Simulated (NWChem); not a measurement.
# CrNH$_{2}$O$_{2}$Cl; SMILES [NH]=[Cr](=[O])([OH])[Cl]

```xyz
7

Cr     0.0255    -0.2897     0.0466
O      0.9628    -0.6588     1.2307
N      0.6816    -0.7677    -1.3601
H      1.5919    -1.2107    -1.5783
Cl    -0.2083     1.8572    -0.0285
O     -1.5262    -1.0731     0.2533
H     -1.9125    -1.4204    -0.5768
```
Atoms are numbered in this order, from 1.

All runs: NWChem. Pople sets run with spherical d functions. Coordinates come from a PBE-D3(BJ)/def2-SVP optimisation. Vzz is the largest principal value of the second derivative of the potential at the nucleus (NWChem prints the opposite sign); η is the asymmetry. Non-relativistic.

For level B3LYP/6-31G*:

```yaml
Vzz Cr1 (a.u.): -0.349
Vzz N3 (a.u.): -0.380
Vzz Cl5 (a.u.): 1.674
```

**Question.** Estimate the same quantities for level B3LYP/def2-SVP.

**Answer.** 
- Vzz Cr1 (a.u.) = -0.427
- Vzz N3 (a.u.) = -0.400
- Vzz Cl5 (a.u.) = 1.804
